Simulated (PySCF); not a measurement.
# Vertical excitation energies

Species: trans-Hf(H2O)2Br4 (singlet state).
SMILES: `[OH2]->[Hf](<-[OH2])([Br])([Br])([Br])[Br]`

Computed with TDDFT B3LYP/def2-SVPD, vertical, gas phase, core orbitals frozen in the response, def2 core potentials past Kr (PySCF 2.14.0, density-fitted response routines). Isolated species at its PBE0-D3(BJ)/def2-SVP geometry, gas phase. Spin–orbit coupling is left out. The geometry optimisation had not met its thresholds, so the values belong to a structure short of the stationary point.

Q: What does the calculation give for the low-lying excited states?

A: 

```csv
state,E (eV),E (hartree),f,"main configurations (H = HOMO, L = LUMO)"
S1,4.18,0.1536,0.0026,"H→L (80%), H→L+1/L+2 (17%)"
S2,4.22,0.1552,0.0020,H→L+1/L+2 (98%)
S3,4.38,0.1610,0.0074,"H→L+1/L+2 (≥70%), H→L (15%)"
S4,4.49,0.1649,0.0011,H-1→L (81%)
S5,4.54,0.1669,0.0017,"H-2→L (46%), H-1→L+1/L+2 (≥28%), H-2→L+1/L+2 (≥13%)"
S6,4.57,0.1679,0.0017,"H-2→L+1/L+2 (≥72%), H-2→L (16%)"
S7,4.62,0.1697,0.021,H-1→L+1/L+2 (≥77%)
S8,4.64,0.1704,0.023,"H-2→L+1/L+2 (≥25%), H-1→L+1/L+2 (≥21%), H-2→L (21%)"
S9,4.66,0.1714,0.021,"H-2→L+1/L+2 (≥65%), H-1→L+1/L+2 (≥13%)"
S10,4.86,0.1788,0.0020,"H-3→L+1/L+2 (70%), H-3→L (28%)"
```

Triplets (Tamm–Dancoff): T1 4.01 eV, H→L (55%), H→L+1/L+2 (≥35%); T2 4.11 eV, H→L+1/L+2 (≥51%), H→L (41%); T3 4.13 eV, H→L+1/L+2 (≥94%); T4 4.38 eV, H-1→L (62%), H-1→L+1/L+2 (≥29%).

The lowest singlet lies at 4.18 eV (297 nm, ultraviolet) and is very weak; its leading configuration is HOMO→LUMO (80%). The strongest level in the table is S8 at 4.64 eV (267 nm, f = 0.023). For S1 the Löwdin share of hafnium is at most 2% in HOMO and 66% in LUMO (ligand-to-metal charge transfer by this measure). Orbital energies (eV): HOMO-3 -8.05, HOMO-2 -7.72, HOMO-1 -7.69, HOMO -7.34, LUMO -2.19, LUMO+1 -2.14, LUMO+2 -2.13. Of the 10 states listed, 3 reach f = 0.01 and none stays under 0.0005. Weighted by f, the mean energy of these states is 4.59 eV. The vertical ionisation energy (ΔSCF) is 9.10 eV, 4.23 eV above S10. Orbitals of the list HOMO-3 to LUMO+2 that lie within 0.01 eV of each other are written together with a slash and their weights summed (≥ marks a lower bound); for degenerate orbitals outside that list single weights are arbitrary. Singlets were solved by full linear response, triplets in the Tamm–Dancoff approximation.
